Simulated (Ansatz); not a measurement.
`[OH][AlH][AlH2]` + `CC` → `C[CH2][AlH][AlH2]` + H₂O at 298.15 K and 1 bar (formal exchange of groups at the Al–O bond).

Isolated molecules relaxed with PBE0-D4/def2-TZVP in Ansatz; ΔE leaves out vibrations. CCSD(T)/CBS adds triple-zeta CCSD(T) − MP2 to the extrapolated MP2 energy (def2 sets, frozen cores). This one scheme is used for every species. One conformer a species, not always the lowest.

| species | CCSD(T)/CBS energy (Eh) | H − E (kJ/mol) | S (J/(mol·K)) |
| --- | --- | --- | --- |
| `[OH][AlH][AlH2]` | -561.63147 | 107.1 | 323.2 |
| `CC` | -79.71954 | 207.7 | 227.7 |
| `C[CH2][AlH][AlH2]` | -564.91212 | 244.8 | 373.6 |
| H₂O | -76.37941 | 66.4 | 188.7 |

H − E and S are ideal-gas, rigid-rotor, harmonic terms from PBE0-D4/def2-TZVP, for one conformer and one mirror image of each species. 1 Eh = 2625.50 kJ/mol, R = 8.31446 J/(mol·K).

By hand: ΔE, ΔH, ΔS and ΔG.

ΔE = (-564.91212) + (-76.37941) − (-561.63147) − (-79.71954) = 0.05948 Eh = 156.2 kJ/mol. Δ(H − E) = 244.8 + 66.4 − 107.1 − 207.7 = -3.6, so ΔH = 152.6 kJ/mol. ΔS = 373.6 + 188.7 − 323.2 − 227.7 = 11.4 J/(mol·K). ΔG = 152.6 − 298.15 × (11.4)/1000 = 149.2 kJ/mol.

By hand: the equilibrium constant, and the temperature at which ΔG would vanish if ΔH and ΔS stayed fixed.

log₁₀ K = −ΔG/(RT ln 10) = -26.1. ΔG = 0 at ΔH/ΔS = 13386 K, far beyond where these terms or the molecules hold.

The number of gas molecules stays the same, so ΔS is small and ΔH decides. A doubt of 5 kJ/mol in ΔE shifts log₁₀ K by 0.9 here. Other conformers and mirror images would add mixing entropy, several J/(mol·K) or more a flexible species. Modes under 60 cm⁻¹, often nearly free rotors, make the harmonic entropy too high. These are equilibria of isolated gas molecules and say nothing of rates. Largest T1 diagnostic: 0.013 (customary marks: 0.02 for closed shells, 0.045 for open ones).
